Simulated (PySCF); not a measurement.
H3O, charge +1. Atoms are numbered in the order given.

```xyz
4

O      0.0000     0.0000     0.0757
H      0.8132     0.4695    -0.2018
H      0.0000    -0.9390    -0.2018
H     -0.8132     0.4695    -0.2018
```
Charge +1, spin multiplicity 1.

Coordinates come from a PBE0-D3(BJ)/def2-TZVPD optimisation.

The numbers are results of HF/def2-TZVPD run with PySCF, not measurements.

Symmetry labels are those of the subgroup Cs that the program uses (full group C3v).

Computed valence orbital energies around the gap with their symmetry:
| orbital | symmetry | energy (eV) |
|---|---|---|
| HOMO−4 | A' | -571.46 |
| HOMO−3 | A' | -48.94 |
| HOMO−2 | A' | -30.83 |
| HOMO−1 | A" | -30.83 |
| HOMO | A' | -25.95 |
| LUMO | A' | -4.50 |
| LUMO+1 | A' | -2.48 |
| LUMO+2 | A" | -2.48 |
| LUMO+3 | A' | -1.78 |
